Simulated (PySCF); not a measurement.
PySCF input for C5H7F, SMILES C=CC1(F)CC1, TDDFT-PBE/def2-SVPD. The structure is a stationary point at PBE0-D3(BJ)/def2-SVP. Other conformers were not sampled.

```python
import numpy as np
from pyscf import gto, scf, dft, tdscf

mol = gto.M(
    atom='''
    C     0.16221961   -2.23278579   -0.00000000
    C     0.70009946   -1.01294579    0.00000000
    C    -0.08140369    0.23598150   -0.00000000
    F    -1.42816213    0.03117826   -0.00000000
    C     0.38622033    1.44513241    0.75154319
    C     0.38622034    1.44513241   -0.75154319
    H    -0.92205013   -2.36633437   -0.00000000
    H     0.78944429   -3.12661281    0.00000000
    H     1.78741347   -0.88022377    0.00000001
    H    -0.39720380    2.01721583    1.25439406
    H     1.33646140    1.38752326    1.28852156
    H     1.33646141    1.38752326   -1.28852155
    H    -0.39720379    2.01721583   -1.25439407
    ''',
    basis='def2-SVPD',
    charge=0,
    spin=0,
    symmetry=True,
    max_memory=1600,
    verbose=4,
)
mf = dft.RKS(mol, xc='pbe').density_fit(auxbasis='def2-universal-jkfit')
mf.grids.level = 3
mf.conv_tol = 1e-9
mf.max_cycle = 100
mf.kernel()
mf.grids = dft.Grids(mol).set(level=1).build(with_non0tab=True)  # coarser grid for the response kernel
td = tdscf.TDDFT(mf)
td.singlet = True
td.nstates = 10
td.conv_tol = 1e-4
td.positive_eig_threshold = 1e-6
td.kernel(x0=td.get_init_guess(mf, 15))
td.analyze()
tt = tdscf.TDA(mf)
tt.singlet = False
tt.nstates = 4
tt.conv_tol = 1e-4
tt.positive_eig_threshold = 1e-6
tt.kernel(x0=tt.get_init_guess(mf, 9))
tt.analyze(verbose=3)
```

Output:

```
PySCF version 2.14.0

[INPUT] verbose = 4
[INPUT] num. atoms = 13
[INPUT] num. electrons = 46
[INPUT] charge = 0
[INPUT] spin (= nelec alpha-beta = 2S) = 0
[INPUT] symmetry True subgroup None
[INPUT] Mole.unit = angstrom
[INPUT] Symbol           X                Y                Z      unit          X                Y                Z       unit  Magmom
[INPUT]  1 C      0.162219610000  -2.232785790000   0.000000000000 AA    0.306550634934  -4.219353637921   0.000000000000 Bohr   0.0
[INPUT]  2 C      0.700099460000  -1.012945790000   0.000000000000 AA    1.322996239356  -1.914190122131   0.000000000000 Bohr   0.0
[INPUT]  3 C     -0.081403690000   0.235981500000   0.000000000000 AA   -0.153830679629   0.445940405464   0.000000000000 Bohr   0.0
[INPUT]  4 F     -1.428162130000   0.031178260000   0.000000000000 AA   -2.698835287175   0.058918372440   0.000000000000 Bohr   0.0
[INPUT]  5 C      0.386220330000   1.445132410000   0.751543190000 AA    0.729850647439   2.730904468633   1.420210799882 Bohr   0.0
[INPUT]  6 C      0.386220340000   1.445132410000  -0.751543190000 AA    0.729850666336   2.730904468633  -1.420210799882 Bohr   0.0
[INPUT]  7 H     -0.922050130000  -2.366334370000   0.000000000000 AA   -1.742422218820  -4.471723878445   0.000000000000 Bohr   0.0
[INPUT]  8 H      0.789444290000  -3.126612810000   0.000000000000 AA    1.491833498702  -5.908441908457   0.000000000000 Bohr   0.0
[INPUT]  9 H      1.787413470000  -0.880223770000   0.000000010000 AA    3.377721929658  -1.663381853632   0.000000018897 Bohr   0.0
[INPUT] 10 H     -0.397203800000   2.017215830000   1.254394060000 AA   -0.750606397637   3.811985452837   2.370461225681 Bohr   0.0
[INPUT] 11 H      1.336461400000   1.387523260000   1.288521560000 AA    2.525546022053   2.622038952864   2.434952853997 Bohr   0.0
[INPUT] 12 H      1.336461410000   1.387523260000  -1.288521550000 AA    2.525546040950   2.622038952864  -2.434952835100 Bohr   0.0
[INPUT] 13 H     -0.397203790000   2.017215830000  -1.254394070000 AA   -0.750606378739   3.811985452837  -2.370461244578 Bohr   0.0

nuclear repulsion = 231.588980408691
point group symmetry = Cs
symmetry origin: [-8.21620108e-10  4.10810226e-10  4.10810014e-10]
symmetry axis x: [ 1.00000000e+00 -3.90565267e-10 -1.89885136e-09]
symmetry axis y: [ 3.90565267e-10  1.00000000e+00 -1.97722136e-10]
symmetry axis z: [1.89885136e-09 1.97722477e-10 1.00000000e+00]
num. orbitals of irrep A' = 112
num. orbitals of irrep A" = 67
number of shells = 77
number of NR pGTOs = 253
number of NR cGTOs = 179
basis = def2-SVPD
ecp = {}


[settings echo left out]
init E= -294.472094557766
HOMO (A") = -0.295929470526161  LUMO (A") = -0.101708811197776  gap/eV = 5.28501
cycle= 1 E= -293.897031832543  delta_E= 0.575  |g|= 0.563  |ddm|= 6.14
HOMO (A") = -0.152677325315246  LUMO (A') = 0.0185834920271493  gap/eV = 4.66024
cycle= 2 E= -293.802099133818  delta_E= 0.0949  |g|= 0.887  |ddm|= 2.41
HOMO (A") = -0.213334100539874  LUMO (A") = -0.0256885129657474  gap/eV = 5.10610
cycle= 3 E= -293.96883913499  delta_E= -0.167  |g|= 0.14  |ddm|= 1.52
HOMO (A") = -0.222462806895984  LUMO (A") = -0.0347664029325441  gap/eV = 5.10748
cycle= 4 E= -293.972572261996  delta_E= -0.00373  |g|= 0.0522  |ddm|= 0.259
HOMO (A") = -0.221609037660339  LUMO (A") = -0.0342135182871313  gap/eV = 5.09929
cycle= 5 E= -293.973159165165  delta_E= -0.000587  |g|= 0.0232  |ddm|= 0.123
HOMO (A") = -0.22068393010336  LUMO (A") = -0.0330898344305175  gap/eV = 5.10470
cycle= 6 E= -293.973296080636  delta_E= -0.000137  |g|= 0.0036  |ddm|= 0.0406
HOMO (A") = -0.220693765977123  LUMO (A") = -0.0331050083631719  gap/eV = 5.10455
cycle= 7 E= -293.973298777609  delta_E= -2.7e-06  |g|= 0.00113  |ddm|= 0.00802
HOMO (A") = -0.220759409171368  LUMO (A") = -0.0331905269217012  gap/eV = 5.10401
cycle= 8 E= -293.973299098748  delta_E= -3.21e-07  |g|= 0.000177  |ddm|= 0.0026
HOMO (A") = -0.220752398978214  LUMO (A") = -0.0331804288480324  gap/eV = 5.10409
cycle= 9 E= -293.973299106779  delta_E= -8.03e-09  |g|= 2.56e-05  |ddm|= 0.000556
HOMO (A") = -0.220753380421016  LUMO (A") = -0.033181413058339  gap/eV = 5.10409
cycle= 10 E= -293.973299106955  delta_E= -1.75e-10  |g|= 3.85e-06  |ddm|= 0.000108
HOMO (A") = -0.220753746161707  LUMO (A") = -0.0331818191764417  gap/eV = 5.10409
Extra cycle  E= -293.973299106956  delta_E= -1.48e-12  |g|= 3.81e-06  |ddm|= 2.41e-05
converged SCF energy = -293.973299106956
tot grids = 48504
Overwritten attributes  positive_eig_threshold  of <class 'pyscf.tdscf.rks.CasidaTDDFT'>


******** <class 'pyscf.tdscf.rks.CasidaTDDFT'> for <class 'pyscf.df.df_jk.DFSymAdaptedRKS'> ********
nstates = 10 singlet
deg_eia_thresh = 1.000e-03
wfnsym = None
conv_tol = 0.0001
eigh lindep = 1e-12
eigh level_shift = 0
eigh max_cycle = 100


Excitation energies (eV)
[6.11330352 6.12783377 6.6690678  6.71499739 6.96270229 6.9881753
 7.54921226 7.60306368 7.69743828 7.73286638]

** Singlet excitation energies and oscillator strengths **
Excited State   1:   A"      6.11330 eV    202.81 nm  f=0.0229
      23 -> 25       -0.70653
Excited State   2:   A'      6.12783 eV    202.33 nm  f=0.3087
      21 -> 24       -0.32187
      23 -> 24        0.62083
Excited State   3:   A"      6.66907 eV    185.91 nm  f=0.0006
      23 -> 26        0.69900
Excited State   4:   A"      6.71500 eV    184.64 nm  f=0.0005
      22 -> 24        0.69713
Excited State   5:   A'      6.96270 eV    178.07 nm  f=0.0005
      21 -> 24        0.13375
      23 -> 27        0.69234
Excited State   6:   A"      6.98818 eV    177.42 nm  f=0.0139
      23 -> 28        0.70664
Excited State   7:   A"      7.54921 eV    164.23 nm  f=0.0001
      23 -> 29       -0.69817
Excited State   8:   A'      7.60306 eV    163.07 nm  f=0.0053
      21 -> 24       -0.10289
      22 -> 25       -0.69508
Excited State   9:   A'      7.69744 eV    161.07 nm  f=0.2113
      19 -> 24        0.20260
      21 -> 24        0.55585
      22 -> 25       -0.12444
      23 -> 24        0.29424
      23 -> 27       -0.11754
      23 -> 31        0.11026
Excited State  10:   A"      7.73287 eV    160.33 nm  f=0.0001
      21 -> 25       -0.69651

** Transition electric dipole moments (AU) **
state          X           Y           Z        Dip. S.      Osc.
  1         0.0000     -0.0000     -0.3906      0.1526      0.0229
  2         0.1493      1.4262     -0.0000      2.0562      0.3087
  3        -0.0000      0.0000      0.0585      0.0034      0.0006
  4         0.0000     -0.0000     -0.0540      0.0029      0.0005
  5         0.0450      0.0332     -0.0000      0.0031      0.0005
  6        -0.0000      0.0000      0.2848      0.0811      0.0139
  7         0.0000     -0.0000      0.0169      0.0003      0.0001
  8        -0.0980     -0.1376      0.0000      0.0285      0.0053
  9         0.2398      1.0309     -0.0000      1.1204      0.2113
 10         0.0000     -0.0000      0.0212      0.0005      0.0001

** Transition velocity dipole moments (imaginary part, AU) **
state          X           Y           Z        Dip. S.      Osc.
  1        -0.0000      0.0000     -0.0973      0.0095      0.0281
  2         0.0353      0.3195     -0.0000      0.1033      0.3059
  3        -0.0000     -0.0000      0.0049      0.0000      0.0001
  4         0.0000     -0.0000     -0.0095      0.0001      0.0002
  5         0.0138      0.0119     -0.0000      0.0003      0.0009
  6         0.0000     -0.0000      0.0832      0.0069      0.0180
  7        -0.0000     -0.0000      0.0012      0.0000      0.0000
  8        -0.0254     -0.0300      0.0000      0.0015      0.0037
  9         0.0650      0.2885     -0.0000      0.0875      0.2061
 10         0.0000      0.0000      0.0026      0.0000      0.0000

** Transition magnetic dipole moments (imaginary part, AU) **
state          X           Y           Z
  1        -0.4696      0.1163     -0.0000
  2        -0.0000      0.0000     -0.4696
  3        -0.1449      0.1138      0.0000
  4         0.4653      0.1756     -0.0000
  5         0.0000      0.0000     -0.0292
  6         0.4135     -0.0313      0.0000
  7         0.0461     -0.3461     -0.0000
  8        -0.0000      0.0000      0.0672
  9        -0.0000      0.0000     -0.4979
 10        -0.2793     -0.6101     -0.0000
Overwritten attributes  positive_eig_threshold  of <class 'pyscf.tdscf.rks.TDA'>


******** <class 'pyscf.tdscf.rks.TDA'> for <class 'pyscf.df.df_jk.DFSymAdaptedRKS'> ********
nstates = 4 triplet
deg_eia_thresh = 1.000e-03
wfnsym = None
conv_tol = 0.0001
eigh lindep = 1e-12
eigh level_shift = 0
eigh max_cycle = 100


Excitation energies (eV)
[4.28254737 6.00692628 6.32315893 6.42807959]

** Triplet excitation energies and oscillator strengths **
Excited State   1:   A'      4.28255 eV    289.51 nm  f=0.0000
Excited State   2:   A"      6.00693 eV    206.40 nm  f=0.0000
Excited State   3:   A'      6.32316 eV    196.08 nm  f=0.0000
Excited State   4:   A"      6.42808 eV    192.88 nm  f=0.0000
```

The calculation finished and met its thresholds.
